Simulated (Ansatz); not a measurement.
Coupled-cluster run, C3H8OSi (`C/C([SiH3])=C\O`).

```yaml
crystal:
  periodic: [false, false, false]
  atoms:
    - {symbol: C, position_ang: [-1.555375, -0.085637, 0.072945]}
    - {symbol: C, position_ang: [-0.058452, 0.005422, 0.006863]}
    - {symbol: Si, position_ang: [0.945129, -1.485604, -0.432963]}
    - {symbol: C, position_ang: [0.595386, 1.141356, 0.256942]}
    - {symbol: O, position_ang: [-0.036254, 2.296279, 0.588347]}
    - {symbol: H, position_ang: [-2.006286, 0.865964, 0.356183]}
    - {symbol: H, position_ang: [-1.870992, -0.841149, 0.799380]}
    - {symbol: H, position_ang: [-1.973344, -0.385332, -0.893364]}
    - {symbol: H, position_ang: [0.715954, -2.596508, 0.533985]}
    - {symbol: H, position_ang: [2.391438, -1.131909, -0.428106]}
    - {symbol: H, position_ang: [0.579775, -2.006293, -1.780937]}
    - {symbol: H, position_ang: [1.680348, 1.200680, 0.207522]}
    - {symbol: H, position_ang: [0.613173, 2.988133, 0.728004]}
basis:
  gaussian: {orbitals: def2-SVP}
correlation: {method: ccsd_t}
```

```sh
$ ansatz run in.yaml --threads 4 --pin off --events-out ev --progress --plain --max-ram 10444MiB
```

Log, shortened:

```
Functional definition: HF
1147 factors; integrals over basis functions are off by at most 1.4e-3 eV
mean field evaluation 1: about -13107.1064 eV, gradient 3.4e1 eV
mean field evaluation 2: about -13107.1131 eV, gradient 3.4e1 eV
mean field evaluation 4: about -13110.2575 eV, gradient 4.0e0 eV
mean field evaluation 8: about -13110.3104 eV, gradient 2.4e-4 eV
mean field -13110.31035021 eV, -481.7950188825 hartree, gradient 1.5e-6 eV, S^2 0.000000; 0 other end points of the search recorded, 0 dependent functions left out
9 core orbitals not correlated: weight in the atoms' cores, before any rotation towards them, 1.000 or more for the frozen orbitals, at most 0.000 for the correlated occupied ones
reference -13110.31035021 eV, -481.7950188825 hartree; 15, 15 occupied and 90, 90 virtual orbitals, 1147 factors
second order -19.00733037 eV of doubles, -0.00000000 eV of singles
cycle   1  -19.89748746 eV  change   -8.9e-1 eV  update   1.0e-1
cycle   2  -20.45272328 eV  change   -5.6e-1 eV  update   3.2e-2
cycle   3  -20.58181848 eV  change   -1.3e-1 eV  update   1.6e-2
cycle   4  -20.57988883 eV  change    1.9e-3 eV  update   4.1e-3
cycle   5  -20.57933159 eV  change    5.6e-4 eV  update   1.6e-3
cycle   6  -20.57946623 eV  change   -1.3e-4 eV  update   4.4e-4
cycle   7  -20.57924123 eV  change    2.2e-4 eV  update   1.5e-4
cycle   8  -20.57920704 eV  change    3.4e-5 eV  update   5.7e-5
cycle   9  -20.57921501 eV  change   -8.0e-6 eV  update   2.3e-5
perturbative correction -0.63948007 eV, -0.0235004592 hartree
Total energy: -13131.52904529 eV, -482.5747915443 hartree
```

Hardware: 4 threads of an Arm Neoverse V2 on a shared host. Wall time 7 s, peak host memory 0.52 GiB.

MP2 recovers 89.6 % of the CCSD(T) correlation energy and the triples give 3.0 %; T1 = 0.0116.
